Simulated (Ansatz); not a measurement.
Calculated with Ansatz (gas phase, PBE0-D4/def2-TZVP geometries, no zero-point term in ΔE). CCSD(T)/CBS is the MP2 limit (def2-TZVPP, def2-QZVPP) plus CCSD(T) − MP2 in def2-TZVPP, frozen cores. Functionals use def2-TZVPP. B3LYP here is the variant with VWN-RPA as its local correlation; programs differ in this. One conformer a species, not always the lowest.

Consider the ligand exchange at the Al–N bond: `C[NH][Al]([CH3])[F]` + `[SiH3]S` → `[CH3][Al]([F])[S][SiH3]` + CH₃NH₂.

**Question.** Is it downhill or uphill in electronic energy at CCSD(T)/CBS, and by how much? (Estimate.)

**Answer.** The calculation gave: Downhill: ΔE = -30.4 kJ/mol.

**Question.** What do these levels give: B3LYP-D4, ωB97M-V, B2PLYP, PBE0, MP2/def2-TZVPP, SCS-MP2/def2-TZVPP, CCSD(T)/def2-TZVPP, HF/def2-QZVPP, MP2/def2-QZVPP, SCS-MP2/def2-QZVPP, MP2/CBS(def2), CCSD/CBS(def2)? (Estimate.)

**Answer.** Computed: B3LYP-D4 -25.8, ωB97M-V -28.7, B2PLYP -24.3, PBE0 -32.7, MP2/def2-TZVPP -29.9, SCS-MP2/def2-TZVPP -26.0, CCSD(T)/def2-TZVPP -27.1, HF/def2-QZVPP -25.3, MP2/def2-QZVPP -31.5, SCS-MP2/def2-QZVPP -27.7, MP2/CBS(def2) -33.2, CCSD/CBS(def2) -28.6 kJ/mol.

Largest T1 diagnostic among the species: 0.012.

The D4 term adds −4.3 kJ/mol with B3LYP and −2.4 kJ/mol with PBE0; it sums over pairs of atoms, weighted by their polarisabilities, and B3LYP, whose exchange is more repulsive, gets the larger term.
